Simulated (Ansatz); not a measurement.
Species: HSiOCl2, net charge 0, doublet state. SMILES: [O][SiH](Cl)Cl

Atoms: O1, Si2, Cl3, Cl4, H5. Bonds: O1-Si2, Si2-Cl3, Si2-Cl4, Si2-H5.

Bond lengths (Å) and angles (degrees) optimised at HF/3-21G with Ansatz (an electronic-structure program); HF/6-31G* with Ansatz; MP2/6-31G* with Ansatz, each started from the B3LYP-D3(BJ)/def2-TZVP structure (Ansatz) of the last column. A row stands for all coordinates that are equal there; 6 of 7 kinds are shown. 6-31G* holds six Cartesian d functions. No wavenumbers were computed at MP2/6-31G*, so these may be saddle points.

```csv
coordinate,HF/3-21G,HF/6-31G*,MP2/6-31G*,B3LYP-D3(BJ)/def2-TZVP
O1-Si2,1.715,1.664,1.684,1.650
Si2-Cl3,2.139,2.036,2.032,2.040
Si2-H5,1.459,1.455,1.471,1.475
O1-Si2-Cl3,110.2,110.0,110.8,112.1
Cl3-Si2-Cl4,109.1,109.0,108.8,108.4
O1-Si2-H5,107.3,105.6,103.7,101.2
```

Mean signed difference of all 4 bond lengths from B3LYP-D3(BJ)/def2-TZVP: HF/3-21G 0.062 Å, HF/6-31G* -0.003 Å, MP2/6-31G* 0.004 Å.
